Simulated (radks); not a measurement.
Values are calculated unless marked as measured or tabulated.
Problem. The mean radii <r> (bohr) of the occupied orbitals of an atom or ion are listed with their occupations. Code: a radial shooting solver on a logarithmic mesh with Libxc functionals. Model: Dirac Kohn-Sham, HCTH/407, spin-unpolarised, spherical densities, finite nucleus; Fermi nuclear charge, rms radius of each element as measured or else 0.836 A^(1/3) + 0.57 fm.

| orbital | occ. | <r> |
|---|---|---|
| 1s1/2 | 2 | 0.02075 |
| 2s1/2 | 2 | 0.08755 |
| 2p1/2 | 2 | 0.07289 |
| 2p3/2 | 4 | 0.08005 |
| 3s1/2 | 2 | 0.2294 |
| 3p1/2 | 2 | 0.2190 |
| 3p3/2 | 4 | 0.2325 |
| 3d3/2 | 4 | 0.2051 |
| 3d5/2 | 6 | 0.2093 |
| 4s1/2 | 2 | 0.5186 |
| 4p1/2 | 2 | 0.5281 |
| 4p3/2 | 4 | 0.5591 |
| 4d3/2 | 4 | 0.5892 |
| 4d5/2 | 6 | 0.6002 |
| 5s1/2 | 2 | 1.276 |
| 5p1/2 | 2 | 1.440 |
| 5p3/2 | 4 | 1.550 |
| 4f5/2 | 6 | 0.8331 |
| 6s1/2 | 2 | 4.150 |
| 4f7/2 | 5 | 0.8547 |

Name the element and its charge. Open shells, if any, fill j = l - 1/2 first.

Solution. Z = 67, holmium, charge 0: Ho in [Xe] 4f11 6s2. The 1s radius gives Z: for a bare nucleus <r> = (2 gamma + 1)/(2Z) with gamma = sqrt(1 - (Z/c)^2), 0.02048 bohr for Z = 67, and screening makes it slightly larger (0.02075 here). The occupations add up to 67, and the charge is Z minus that.
